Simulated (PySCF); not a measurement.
I2Sn (SMILES [I][Sn][I]), singlet, at a GFN2-xTB geometry (such geometries of metal compounds can be far from the true shape) (core potentials on I, Sn); DF-M062X/def2-TZVP (PySCF).

PySCF was given this input:
```python
from pyscf import gto, scf, dft

mol = gto.M(
    atom='''
Sn   -0.00085342   -0.00395542    1.15473199
I     1.08671471   -1.84536015   -0.55020954
I    -1.08590960    1.84909168   -0.53916026
''',
    basis='def2-tzvp',
    ecp={'I': 'def2-tzvp', 'Sn': 'def2-tzvp'},
    verbose=4,
)

mf = dft.RKS(mol)
mf.xc = 'm062x'
mf.init_guess = 'atom'
mf = mf.density_fit(auxbasis='def2-universal-jkfit')
mf.kernel()
```

### Question
Predict the main parts of the log of this PySCF run.

### Answer

```
PySCF version 2.14.0

[INPUT] verbose = 4
[INPUT] num. atoms = 3
[INPUT] num. electrons = 72
[INPUT] charge = 0
[INPUT] spin (= nelec alpha-beta = 2S) = 0
[INPUT] symmetry False subgroup None
[INPUT] Mole.unit = angstrom
[INPUT] Symbol           X                Y                Z      unit          X                Y                Z       unit  Magmom
[INPUT]  1 Sn    -0.000853420000  -0.003955420000   1.154731990000 AA   -0.001612730069  -0.007474660508   2.182127208374 Bohr   0.0
[INPUT]  2 I      1.086714710000  -1.845360150000  -0.550209540000 AA    2.053593177436  -3.487225284686  -1.039745341723 Bohr   0.0
[INPUT]  3 I     -1.085909600000   1.849091680000  -0.539160260000 AA   -2.052071740036   3.494276854412  -1.018865228649 Bohr   0.0

nuclear repulsion = 289.996654136962
number of shells = 48
number of NR pGTOs = 281
number of NR cGTOs = 150
basis = def2-tzvp
ecp = {'I': 'def2-tzvp', 'Sn': 'def2-tzvp'}

******** <class 'pyscf.df.df_jk.DFRKS'> ********
method = DFRKS
initial guess = atom
damping factor = 0
level_shift factor = 0
DIIS = <class 'pyscf.scf.diis.CDIIS'>
diis_start_cycle = 1
diis_space = 8
diis_damp = 0
SCF conv_tol = 1e-09
SCF conv_tol_grad = None
SCF max_cycles = 50
direct_scf = False
XC library pyscf.dft.libxc version 7.1.2
    S. Lehtola, C. Steigemann, M. J. T. Oliveira, and M. A. L. Marques,  SoftwareX 7, 1–5 (2018)
XC functionals = m062x
    Y. Zhao and D. G. Truhlar,  Theor. Chem. Acc. 120, 215 (2008)
    Y. Zhao and D. G. Truhlar,  Theor. Chem. Acc. 120, 215 (2008)
radial grids:
    Treutler-Ahlrichs [JCP 102, 346 (1995); DOI:10.1063/1.469408] (M4) radial grids

becke partition: Becke, JCP 88, 2547 (1988); DOI:10.1063/1.454033
pruning grids: <function nwchem_prune>
grids dens level: 3
symmetrized grids: False
atomic radii adjust function: <function treutler_atomic_radii_adjust>
small_rho_cutoff = 0
Set gradient conv threshold to 3.16228e-05
Initial guess from superposition of atomic densities.
Spherically averaged atomic HF for {'Sn', 'I'}

******** <class 'pyscf.scf.atom_hf.AtomSphAverageRHF'> ********
method = AtomSphAverageRHF
initial guess = minao
damping factor = 0
level_shift factor = 0
DIIS = <class 'pyscf.scf.diis.CDIIS'>
diis_start_cycle = 1
diis_space = 8
diis_damp = 0
SCF conv_tol = 1e-09
SCF conv_tol_grad = None
SCF max_cycles = 50
direct_scf = True
direct_scf_tol = 1e-13
atom = Sn
Set gradient conv threshold to 3.16228e-05
Initial guess from minao.
init E= -175.830015230362
cycle= 1 E= -212.672310286631  delta_E= -36.8  |g|=    0  |ddm|= 30.3
cycle= 2 E= -213.037134558654  delta_E= -0.365  |g|=    0  |ddm|= 4.13
cycle= 3 E= -213.146919292533  delta_E= -0.11  |g|=    0  |ddm|= 1.14
cycle= 4 E= -213.148241907092  delta_E= -0.00132  |g|=    0  |ddm|= 0.175
cycle= 5 E= -213.148254606083  delta_E= -1.27e-05  |g|=    0  |ddm|= 0.0332
cycle= 6 E= -213.14825482543  delta_E= -2.19e-07  |g|=    0  |ddm|= 0.004
cycle= 7 E= -213.14825482827  delta_E= -2.84e-09  |g|=    0  |ddm|= 0.00032
cycle= 8 E= -213.148254828283  delta_E= -1.37e-11  |g|=    0  |ddm|= 2.59e-05
Extra cycle  E= -213.148254828284  delta_E= -4.83e-13  |g|=    0  |ddm|= 8.2e-07
Atomic HF for atom  Sn  converged. SCF energy = -213.148254828284

******** <class 'pyscf.scf.atom_hf.AtomSphAverageRHF'> ********
method = AtomSphAverageRHF
initial guess = minao
damping factor = 0
level_shift factor = 0
DIIS = <class 'pyscf.scf.diis.CDIIS'>
diis_start_cycle = 1
diis_space = 8
diis_damp = 0
SCF conv_tol = 1e-09
SCF conv_tol_grad = None
SCF max_cycles = 50
direct_scf = True
direct_scf_tol = 1e-13
atom = I
Set gradient conv threshold to 3.16228e-05
Initial guess from minao.
init E= -253.518824302526
cycle= 1 E= -295.733532924024  delta_E= -42.2  |g|=    0  |ddm|= 18.7
cycle= 2 E= -296.379784571376  delta_E= -0.646  |g|=    0  |ddm|= 4.49
cycle= 3 E= -296.507000381855  delta_E= -0.127  |g|=    0  |ddm|= 1.04
cycle= 4 E= -296.507390507703  delta_E= -0.00039  |g|=    0  |ddm|= 0.102
cycle= 5 E= -296.507396853405  delta_E= -6.35e-06  |g|=    0  |ddm|= 0.0187
cycle= 6 E= -296.507396880995  delta_E= -2.76e-08  |g|=    0  |ddm|= 0.00144
cycle= 7 E= -296.50739688111  delta_E= -1.15e-10  |g|=    0  |ddm|= 8.66e-05
Extra cycle  E= -296.50739688111  delta_E= -2.27e-13  |g|=    0  |ddm|= 1.68e-06
Atomic HF for atom  I  converged. SCF energy = -296.50739688111

tot grids = 65880
******** <class 'pyscf.df.df.DF'> ********
auxbasis = def2-universal-jkfit
init E= -809.702034183177
  HOMO = -0.284043337655617  LUMO = -0.121464809997365  gap/eV = 4.42399
cycle= 1 E= -809.581522857568  delta_E= 0.121  |g|= 0.258  |ddm|= 1.78
  HOMO = -0.281093621943972  LUMO = -0.12713990436198  gap/eV = 4.18929
cycle= 2 E= -809.576444669528  delta_E= 0.00508  |g|= 0.365  |ddm|= 1.12
  HOMO = -0.295036662339253  LUMO = -0.0966859554722301  gap/eV = 5.39740
cycle= 3 E= -809.615257083591  delta_E= -0.0388  |g|= 0.0479  |ddm|= 0.46
  HOMO = -0.299135599510987  LUMO = -0.094348149940493  gap/eV = 5.57255
cycle= 4 E= -809.615759950203  delta_E= -0.000503  |g|= 0.0152  |ddm|= 0.0622
  HOMO = -0.299488557242646  LUMO = -0.0925252116693898  gap/eV = 5.63176
cycle= 5 E= -809.615841933663  delta_E= -8.2e-05  |g|= 0.00668  |ddm|= 0.0421
  HOMO = -0.299781885423469  LUMO = -0.093051576872349  gap/eV = 5.62542
cycle= 6 E= -809.615854960454  delta_E= -1.3e-05  |g|= 0.00181  |ddm|= 0.0139
  HOMO = -0.299744073098709  LUMO = -0.0930434039087951  gap/eV = 5.62461
cycle= 7 E= -809.615855685565  delta_E= -7.25e-07  |g|= 0.000531  |ddm|= 0.00279
  HOMO = -0.299728204496919  LUMO = -0.0930152936481718  gap/eV = 5.62494
cycle= 8 E= -809.615855783854  delta_E= -9.83e-08  |g|= 0.000145  |ddm|= 0.00111
  HOMO = -0.299737235034891  LUMO = -0.0930227068749607  gap/eV = 5.62499
cycle= 9 E= -809.615855792581  delta_E= -8.73e-09  |g|= 3.17e-05  |ddm|= 0.000369
  HOMO = -0.299739510001965  LUMO = -0.0930241178304287  gap/eV = 5.62501
cycle= 10 E= -809.615855793001  delta_E= -4.2e-10  |g|= 8e-06  |ddm|= 7.1e-05
  HOMO = -0.299737932743816  LUMO = -0.0930224333664951  gap/eV = 5.62502
Extra cycle  E= -809.615855793032  delta_E= -3.09e-11  |g|= 7.38e-06  |ddm|= 2.77e-05
converged SCF energy = -809.615855793032
```
